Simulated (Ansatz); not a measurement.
Consider the ligand exchange at the Si–S bond: `F[SiH2]S[SiH](F)F` + PH₃ → `F[SiH2]P` + `F[SiH](F)S`.

Calculated with Ansatz (gas phase, PBE0-D4/def2-TZVP geometries, no zero-point term in ΔE). CBS: MP2 limit from def2 TZ/QZ plus the TZ coupled-cluster correction, frozen cores. This one scheme is used for every species. One conformer a species, not always the lowest.

```
         level  ΔE (eV)
 MP2/CBS(def2)     0.58
CCSD/CBS(def2)     0.53
```

Task: What does CCSD(T)/CBS give? (Estimate.)

Result: Computed: +0.54 eV. The listed levels differ from it by 0.04, -0.01 eV.

Largest T1 diagnostic among the species: 0.013.

The D4 term adds +0.06 eV with B3LYP and +0.04 eV with PBE0; it sums over pairs of atoms, weighted by their polarisabilities, and B3LYP, whose exchange is more repulsive, gets the larger term. From BLYP to BHLYP (50 % exact exchange), in def2-TZVPP and without D4, ΔE moves by +0.06 eV.

B3LYP here is the variant with VWN-RPA as its local correlation; programs differ in this.
